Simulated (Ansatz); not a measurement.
Geometry optimisation, RKS PBE-D4/def2-SVP (Ansatz 0.2.0).

Input file:

```yaml
crystal:
  periodic: [false, false, false]
  atoms:
    - { symbol: Ge, position_ang: [-0.072705, 0.264347, -0.155475] }
    - { symbol: O, position_ang: [-0.53559, -0.042206, 1.528962] }
    - { symbol: H, position_ang: [-0.467253, -0.990466, 1.7547] }
    - { symbol: Cl, position_ang: [2.06496, 0.371823, -0.51896] }
    - { symbol: H, position_ang: [-0.664261, 1.643158, -0.497327] }
    - { symbol: Cl, position_ang: [-0.911649, -1.24292, -1.477997] }
    - { symbol: P, position_ang: [1.832022, -2.339789, 1.186259] }
    - { symbol: H, position_ang: [1.220486, -3.310618, 2.066979] }
    - { symbol: H, position_ang: [0.739647, -2.41615, 0.255324] }
    - { symbol: H, position_ang: [1.292244, -1.238079, 1.914534] }
basis:
  gaussian: { orbitals: def2-SVP }
hamiltonian:
  xc: pbe
  dispersion: d4
relax:
  f_tol: 0.03
  max_steps: 50
output:
  orbitals: {}
```

Launched with:

```bash
$ ansatz run input.yaml --threads 4 --pin off --max-ram 5120MiB --backend cpu --events-out ev --progress --plain --runs-dir out
```

Question: Where does it end, and by what steps?

Answer: It converged. The force dipped under the threshold on the way, but the program's further checks kept it going. After 27 steps the energy has fallen by 0.285 eV; H10 moved furthest, 1.11 Å.

```json
{"step": "0", "energy less start (eV)": "0.0000", "largest force component (eV/Å)": "0.687", "accepted": "yes"}
{"step": "1", "energy less start (eV)": "-0.1917", "largest force component (eV/Å)": "0.212", "accepted": "yes"}
{"step": "2", "energy less start (eV)": "-0.2104", "largest force component (eV/Å)": "0.515", "accepted": "yes"}
{"step": "3", "energy less start (eV)": "-0.2432", "largest force component (eV/Å)": "0.352", "accepted": "yes"}
{"step": "4", "energy less start (eV)": "-0.2520", "largest force component (eV/Å)": "0.236", "accepted": "yes"}
{"step": "5", "energy less start (eV)": "-0.2531", "largest force component (eV/Å)": "0.166", "accepted": "yes"}
{"step": "6", "energy less start (eV)": "-0.2546", "largest force component (eV/Å)": "0.104", "accepted": "yes"}
{"step": "7", "energy less start (eV)": "-0.2573", "largest force component (eV/Å)": "0.068", "accepted": "yes"}
{"step": "8", "energy less start (eV)": "-0.2584", "largest force component (eV/Å)": "0.061", "accepted": "yes"}
{"step": "9", "energy less start (eV)": "-0.2594", "largest force component (eV/Å)": "0.161", "accepted": "yes"}
{"step": "10", "energy less start (eV)": "-0.2614", "largest force component (eV/Å)": "0.112", "accepted": "yes"}
{"step": "11", "energy less start (eV)": "-0.2641", "largest force component (eV/Å)": "0.134", "accepted": "yes"}
{"step": "12", "energy less start (eV)": "-0.2643", "largest force component (eV/Å)": "0.294", "accepted": "yes"}
{"step": "13", "energy less start (eV)": "-0.2695", "largest force component (eV/Å)": "0.165", "accepted": "yes"}
{"step": "14", "energy less start (eV)": "-0.2718", "largest force component (eV/Å)": "0.073", "accepted": "yes"}
{"step": "15", "energy less start (eV)": "-0.2751", "largest force component (eV/Å)": "0.037", "accepted": "yes"}
{"step": "16", "energy less start (eV)": "-0.2689", "largest force component (eV/Å)": "0.433", "accepted": "no"}
{"step": "17", "energy less start (eV)": "-0.2772", "largest force component (eV/Å)": "0.082", "accepted": "yes"}
{"step": "18", "energy less start (eV)": "-0.2789", "largest force component (eV/Å)": "0.138", "accepted": "yes"}
{"step": "19", "energy less start (eV)": "-0.2804", "largest force component (eV/Å)": "0.075", "accepted": "yes"}
{"step": "20", "energy less start (eV)": "-0.2818", "largest force component (eV/Å)": "0.023", "accepted": "yes"}
{"step": "21", "energy less start (eV)": "-0.2822", "largest force component (eV/Å)": "0.081", "accepted": "yes"}
{"step": "22", "energy less start (eV)": "-0.2828", "largest force component (eV/Å)": "0.060", "accepted": "yes"}
{"step": "23", "energy less start (eV)": "-0.2838", "largest force component (eV/Å)": "0.025", "accepted": "yes"}
{"step": "24", "energy less start (eV)": "-0.2841", "largest force component (eV/Å)": "0.020", "accepted": "yes"}
{"step": "25", "energy less start (eV)": "-0.2843", "largest force component (eV/Å)": "0.047", "accepted": "yes"}
{"step": "26", "energy less start (eV)": "-0.2845", "largest force component (eV/Å)": "0.035", "accepted": "yes"}
{"step": "27", "energy less start (eV)": "-0.2846", "largest force component (eV/Å)": "0.010", "accepted": "yes"}
```

```xyz
10
Properties=species:S:1:pos:R:3
Ge -0.257 0.448 -0.198
O -0.664 -0.160 1.415
H -0.124 -0.948 1.638
Cl 1.852 0.965 -0.293
H -1.141 1.675 -0.476
Cl -0.577 -1.100 -1.690
P 1.726 -3.001 1.469
H 0.735 -2.674 2.468
H 0.787 -2.873 0.384
H 2.162 -1.633 1.340
```

Whether the end is a true minimum wasn't checked by a vibrational analysis.

Run time: 71 s on 4 threads of Intel(R) Xeon(R) Platinum 8259CL CPU @ 2.50GHz (Skylake/Cascade Lake) (shared host), peak memory 0.22 GiB.
